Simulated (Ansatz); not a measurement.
The cluster Mg₄ was relaxed with r2SCAN (def2-TZVP) in Ansatz in these states: charge +1 doublet, neutral quintet, neutral singlet, neutral triplet. The geometries follow in no particular order.

A:

```xyz
4

Mg   -0.921   -0.419    1.029
Mg    0.920    0.417   -1.030
Mg    1.873   -0.597    1.686
Mg   -1.873    0.600   -1.684
```

B:

```xyz
4

Mg   -0.279    1.239    1.354
Mg    1.803   -0.432   -0.080
Mg   -0.535    0.725   -1.623
Mg   -0.989   -1.531    0.349
```

C:

Cartesian coordinates in Å:
```
Mg -0.1391 1.9058 0.3389
Mg 1.9337 -0.2015 -0.0734
Mg -0.5167 -1.0355 -1.5639
Mg -1.2779 -0.6689 1.2984
```

D:

Cartesian coordinates in Å:
```
Mg -1.2677 0.8403 0.0362
Mg 1.2477 1.9268 -1.0359
Mg 1.2765 -0.8278 -0.0018
Mg -1.2565 -1.9393 1.0015
```

Q: Judge from the bond lengths which geometry belongs to which state (an estimate).

A: A is the neutral quintet (Mg3–Mg4 5.179 Å, Mg2–Mg4 2.875 Å, Mg1–Mg3 2.875 Å); B is the neutral singlet (Mg3–Mg4 3.031 Å, Mg2–Mg4 3.031 Å, Mg1–Mg3 3.031 Å); C is the charge +1 doublet (Mg3–Mg4 2.984 Å, Mg2–Mg4 3.523 Å, Mg1–Mg3 3.523 Å); D is the neutral triplet (Mg3–Mg4 2.942 Å, Mg2–Mg4 5.037 Å, Mg1–Mg3 3.043 Å).

At PBE0/def2-TZVP a singlet lies 2.52 eV below the neutral quintet. At PBE0/def2-TZVP a singlet lies 1.18 eV below the neutral triplet. These are the stationary points nearest to one start from a short search; other shapes may lie lower in each state.
